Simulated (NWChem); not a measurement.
Program: NWChem. System: H$_{4}$AlClS, charge 0, spin multiplicity 1, at a geometry optimised with PBE0/def2-SVP. The structure started from a generated list of species. Level: MP2/pcseg-2, 15 core orbitals frozen.

Input file:

```
start mol
memory heap 200 mb stack 900 mb global 1100 mb
geometry units angstroms nocenter noautoz noautosym
  Al    -0.685679    -0.720841    -0.484818
  H     -0.352709    -2.232019    -0.130238
  H     -2.161303    -0.160613    -0.654550
  Cl     0.851272     0.359520    -1.518715
  S     -0.248422     0.251612     1.851666
  H      1.093513     0.084593     1.825508
  H     -0.162553     1.541344     1.453395
end
basis spherical
  * library pcseg-2
end
scf
  rhf
  nopen 0
  maxiter 100
  thresh 1e-7
  semidirect memsize 60000000 filesize 0
end
mp2
  freeze core 15
end
task mp2 energy
```

Part of the output:

```
             Northwest Computational Chemistry Package (NWChem) 7.3.0
             --------------------------------------------------------

                                NWChem Input Module
                                -------------------

 Scaling coordinates for geometry "geometry" by  1.889725989
 (inverse scale =  0.529177249)

                             Geometry "geometry" -> ""
                             -------------------------

 Output coordinates in angstroms (scale by  1.889725989 to convert to a.u.)

  No.       Tag          Charge          X              Y              Z
 ---- ---------------- ---------- -------------- -------------- --------------
    1 Al                  13.0000    -0.68567900    -0.72084100    -0.48481800
    2 H                    1.0000    -0.35270900    -2.23201900    -0.13023800
    3 H                    1.0000    -2.16130300    -0.16061300    -0.65455000
    4 Cl                  17.0000     0.85127200     0.35952000    -1.51871500
    5 S                   16.0000    -0.24842200     0.25161200     1.85166600
    6 H                    1.0000     1.09351300     0.08459300     1.82550800
    7 H                    1.0000    -0.16255300     1.54134400     1.45339500

 Effective nuclear repulsion energy (a.u.)     181.0869783726

            Nuclear Dipole moment (a.u.)
            ----------------------------
        X                 Y               Z
 ---------------- ---------------- ----------------
    -0.0000132281     0.0000075589    -0.0000340151


 Summary of "ao basis" -> "" (spherical)
 ------------------------------------------------------------------------------
       Tag                 Description            Shells   Functions and Types
 ---------------- ------------------------------  ------  ---------------------
 *                          pcseg-2                   on all atoms

 Summary of "ao basis" -> "ao basis" (spherical)
 ------------------------------------------------------------------------------
       Tag                 Description            Shells   Functions and Types
 ---------------- ------------------------------  ------  ---------------------
[...]
     1   1 0 0      0.060134      0.000000     -0.000013
     1   0 1 0      0.427156      0.000000      0.000008
     1   0 0 1      1.499487      0.000000     -0.000034

     2   2 0 0    -32.966845      0.000000     90.835579
     2   1 1 0     -0.326860      0.000000     41.440541
     2   1 0 1      2.607738      0.000000    -77.834996
     2   0 2 0    -31.484137      0.000000     61.978755
     2   0 1 1      2.494769      0.000000     19.661944
     2   0 0 2    -30.875090      0.000000    367.873031

                   NWChem MP2 Semi-direct Energy/Gradient Module
                   ---------------------------------------------

  Basis functions       =    158
  Molecular orbitals    =    158
  Frozen core           =     15
  Frozen virtuals       =      0
  Active alpha occupied =     10
  Active beta occupied  =     10
  Active alpha virtual  =    133
  Active beta virtual   =    133
  Use MO symmetry       = F
  Use skeleton AO sym   = F

  AO/Fock/Back tols     =   1.0D-09  1.0D-09  1.0D-09

 GA uses MA = F    GA memory limited = T

 Available:
  local mem=  1.26D+08
 global mem=  1.44D+08
 local disk=  0.00D+00
  mp2_memr nvloc                   133
  nvloc new                   133
   1 passes of  10:        5242880                     117399                  52136154.
   1 passes of  10: M    126149404           G      144129272           F     120906524.

 Semi-direct pass number   1 of   1  for RHF alpha+beta  at       28.4s
  vrange nnbf                 11520
  mp2_eaftype                   198  avail_ma_in_mb                  1099
 EAF : mp2_eaftype filesize         198   26068077.
  mp2_eaf for mointskh                    198
Node 0 wrote    122.6 Mb in      0.1 s     Agg I/O rate:  2011.6 Mb/s
 Done moints_semi at       39.1s
  mp2_eaftype                   198  avail_ma_in_mb                   901
 EAF : mp2_eaftype filesize         198   26068077.
  mp2_eaf for kh                   198
 Done maket at       39.6s
 Done multipass loop at       39.6s

          -------------------------------------------
          SCF energy               -1101.380685778159
          Correlation energy          -0.446919849014
          Singlet pairs               -0.306103926402
          Triplet pairs               -0.140815922612
          Total MP2 energy         -1101.827605627173
          -------------------------------------------

          ---------------------------------------------------
                    Spin Component Scaled (SCS) MP2
          Same spin pairs                     -0.093877281741
          Same spin scaling factor             0.333333333333
          Opposite spin pairs                 -0.353042567273
          Opposite spin scaling fact.          1.200000000000
          SCS-MP2 correlation energy          -0.454943507975
          Total SCS-MP2 energy             -1101.835629286134
          ---------------------------------------------------

 -----------------------
 Performance information
 -----------------------

 Timer overhead =  1.63D-07 seconds/call

               Nr. of calls         CPU time (s)                 Wall time (s)                GFlops
             ---------------    -------------------     ------------------------------   -------------------
Name         Min   Avg   Max    Min     Avg     Max     Min     Avg     Max   Mx/calls   Min     Max     Sum
mp2: moin     1     1     1    11.     11.     11.      11.     11.     11.     11.      0.0     0.0     0.0
mp2: make     1     1     1   0.48    0.48    0.48     0.48    0.48    0.48    0.48      0.0     0.0     0.0
mp2: tota     1     1     1    11.     11.     11.      11.     11.     11.     11.      0.0     0.0     0.0

 The average no. of pstat calls per process was 3.00D+00
 with a timing overhead of 4.89D-07s

 Task  times  cpu:       39.6s     wall:       39.6s

 Total times  cpu:       39.6s     wall:       39.6s
```
